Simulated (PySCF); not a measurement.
TeFBr, SMILES F[Te]Br.

The structure is a stationary point at B3LYP-D3(BJ)/def2-TZVP. The def2 effective core potentials stand for the cores of Te; spin–orbit coupling is left out.

All values below come from PySCF 2.14.0 with TDA-ωB97X/def2-SVPD.

Vertical excitations.  State labels are in the subgroup Cs.

Problem. Give excitation energies, oscillator strengths and character. (An estimate is asked for; the answer gives what the named calculation found.)

Solution. 
```
state  symmetry  energy (eV)  λ (nm)      f                            main pairs
-----  --------  -----------  ------  -----  ------------------------------------
S1           A"         2.30     539  0.001                        HOMO→LUMO 88 %
S2           A"         2.76     450  0.000                      HOMO→LUMO+1 87 %
S3           A'         5.03     246  0.003                      HOMO−1→LUMO 88 %
S4           A"         5.30     234  0.001                      HOMO−2→LUMO 88 %
S5           A'         5.99     207  0.003  HOMO−1→LUMO+1 74 %, HOMO−3→LUMO 18 %
S6           A"         6.10     203  0.000                    HOMO−2→LUMO+1 87 %
S7           A"         6.29     197  0.113                      HOMO→LUMO+2 89 %
S8           A'         6.44     193  0.015  HOMO−3→LUMO+1 80 %, HOMO−3→LUMO 13 %
S9           A"         7.20     172  0.012                      HOMO→LUMO+3 79 %
S10          A'         7.32     169  0.382    HOMO→LUMO+4 72 %, HOMO−3→LUMO 13 %
T1           A"         1.63     759      0                        HOMO→LUMO 85 %
T2           A"         1.91     650      0                      HOMO→LUMO+1 83 %
T3           A'         4.44     280      0                      HOMO−1→LUMO 86 %
T4           A"         4.71     263      0                      HOMO−2→LUMO 86 %
```
Triplets are in the Tamm–Dancoff approximation.
